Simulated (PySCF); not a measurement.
**Cd²⁺ (cadmium, charge +2) across methods**

[Kr] 4d10, closed-shell 1S. All numbers are calculated (PySCF 2.14, a scalar-relativistic core potential, in def2-QZVPPD with the def2 core potential (28 electrons) (7s5p4d4f2g, 88 functions)).

| method | E (hartree) | mean ε 4s (eV) | mean ε 4p (eV) | mean ε 4d (eV) | Σ⟨r²⟩ (bohr²) | ⟨S²⟩ |
| --- | --- | --- | --- | --- | --- | --- |
| B3LYP | -166.8725 | -131.57 | -91.095 | -32.192 | 26.97 | 0.000 |
| PBE | -166.8143 | -126.67 | -87.207 | -30.337 | 27.03 | 0.000 |
| PBEsol | -166.6036 | -126.53 | -87.092 | -30.322 | 27.06 | 0.000 |
| LDA | -166.4919 | -126.71 | -87.279 | -30.598 | 27.18 | 0.000 |
| M06 | -166.8821 | -131.29 | -91.196 | -32.638 | 26.78 | 0.000 |
| PBE0 | -166.8237 | -132.55 | -91.880 | -32.530 | 26.83 | 0.000 |
| UHF | -166.04258 | -149.12 | -104.84 | -38.074 | 26.51 | 0.000 |
| r2SCAN | -166.8752 | -129.78 | -89.334 | -30.627 | 26.78 | 0.000 |
| wB97M-V | -166.7780 | -135.23 | -94.554 | -35.057 | 26.87 | 0.000 |

Energies and moments cover only the electrons outside the core potential.
